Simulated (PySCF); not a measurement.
CH4N2O2Si. Atoms are numbered in the order given.

```xyz
10

N      2.6202    -0.9898    -0.3185
C      1.7809    -0.1750    -0.2904
O      0.8459     0.7000    -0.2530
Si    -0.7313     0.3296     0.4201
N     -1.9778     0.9541    -0.5336
O     -0.7967    -1.3161     0.4260
H     -0.7232     1.0085     1.7263
H     -2.2487     0.5590    -1.4293
H     -2.3982     1.8605    -0.3549
H      0.0330    -1.8145     0.4995
```

Geometry: TPSSh-D3(BJ)/def2-SVP. The structure was generated by enumeration; whether it is a known compound was not checked. The values are those of a single conformer.

Computed with TDDFT-PBE/def2-SVPD (PySCF).

Vertical excitations. Isolated molecule, no solvent.

Computed excitation energies, oscillator strengths and character:
```
state  energy (eV)  λ (nm)      f                                                                main pairs
-----  -----------  ------  -----  ------------------------------------------------------------------------
S1            6.25     198  0.012                                                            HOMO→LUMO 99 %
S2            6.49     191  0.001                                                          HOMO−1→LUMO 94 %
S3            6.61     187  0.012                                                          HOMO→LUMO+1 92 %
S4            6.77     183  0.007                                                          HOMO−2→LUMO 93 %
S5            6.91     179  0.031                                                        HOMO−1→LUMO+1 89 %
S6            6.99     177  0.005                                                          HOMO→LUMO+2 92 %
S7            7.12     174  0.005                                                        HOMO−2→LUMO+1 95 %
S8            7.35     169  0.039                                    HOMO−1→LUMO+2 73 %, HOMO−2→LUMO+2 11 %
S9            7.43     167  0.001                                                          HOMO→LUMO+3 88 %
S10           7.52     165  0.016                   HOMO−2→LUMO+2 55 %, HOMO−3→LUMO 19 %, HOMO−1→LUMO+2 9 %
T1            6.10     203      0                                                            HOMO→LUMO 98 %
T2            6.33     196      0                                                          HOMO−1→LUMO 88 %
T3            6.49     191      0                                        HOMO→LUMO+1 54 %, HOMO−2→LUMO 15 %
T4            6.54     190      0  HOMO→LUMO+1 26 %, HOMO−1→LUMO+2 12 %, HOMO−2→LUMO 10 %, HOMO→LUMO+2 10 %
```
Triplets are in the Tamm–Dancoff approximation, which puts them higher than full response would, so one can lie above its singlet here.
